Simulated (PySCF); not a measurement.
## TlSi, MP2: how much the basis matters

PySCF, UHF reference; quartet, unpaired electrons σ ↑, π ↑↑; De to Tl + Si without counterpoise correction. Frozen cores follow the default of each basis and core potential.

```json
{"basis": "def2-SVP", "relativity": "scalar-relativistic core potentials", "functions": "44", "Re (Å)": "2.674", "ωe (cm⁻¹)": "244", "De (eV)": "1.92", "frozen orbitals": "9"}
{"basis": "def2-SVPD", "relativity": "scalar-relativistic core potentials", "functions": "56", "Re (Å)": "2.693", "ωe (cm⁻¹)": "235", "De (eV)": "2.01", "frozen orbitals": "9"}
{"basis": "def2-TZVPP", "relativity": "scalar-relativistic core potentials", "functions": "92", "Re (Å)": "2.647", "ωe (cm⁻¹)": "246", "De (eV)": "2.17", "frozen orbitals": "9"}
```

(1) How does each smaller set differ from the one with most functions, def2-TZVPP?

Correlated steps freeze 9 core orbitals. Correlated levels converge slowly with the basis: in double zeta they bind strong bonds too weakly, by up to about 1 eV, and carry superposition errors of some tenths. These are scalar-relativistic numbers at best; spin–orbit coupling would shift them, the dissociation energy most. The state is the lowest determinant that a PBE0 search found; another state may lie lower at other levels.

Answers

(1) def2-SVP: +2.7 pm, -0.8 % in ωe, -0.25 eV in De; def2-SVPD: +4.6 pm, -4.5 % in ωe, -0.16 eV in De. All at MP2; the set with most functions is neither the basis-set limit nor always the best.
